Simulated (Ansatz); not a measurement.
This geometry of CH$_{2}$BOSi (6 atoms, charge -1, multiplicity 1) is a first-order saddle point.

These are results of Ansatz 0.2.0, RKS BLYP-D4/def2-SVP, not measurements.

```xyz
6
Properties=species:S:1:pos:R:3
O -1.329 -2.091 0.035
Si -0.597 -0.686 -0.010
C 0.933 0.139 0.113
B 0.125 1.413 -0.129
H 2.022 0.077 0.267
H -1.155 1.148 -0.277
```

(1) Which two structures does it join? (They come from a converged band through this point; their orientation in space is the band's.)

(2) How far does it lie above each of them?

Results:

(1) Bonds broken: Si2–B4, B4–H6. Bonds formed: Si2–H6.

Initial state:

```xyz
6
Properties=species:S:1:pos:R:3
O -1.128 -2.456 0.101
Si -0.608 -0.967 0.018
C 0.841 0.081 0.106
B -0.377 0.930 -0.148
H 1.924 0.298 0.231
H -0.652 2.114 -0.308
```

Final state:

```xyz
6
Properties=species:S:1:pos:R:3
O -1.131 -1.963 0.050
Si -0.720 -0.446 -0.052
C 0.875 0.349 0.083
B 1.049 1.803 -0.044
H 1.758 -0.295 0.270
H -1.832 0.553 -0.307
```

(2) 44.1 kcal/mol above the first and 17.5 kcal/mol above the second. This is the barrier of this one path; another mechanism may lie lower. The orbitals stay closed-shell, which can raise the energy where a bond breaks towards radicals; this wasn't checked here. Limits of this set-up: an anion without diffuse functions, the dipole of an ion depends on the origin.

Time of the run: 99 s on 1 thread of Arm Neoverse V2, with other jobs on the host, peak memory 0.12 GiB.
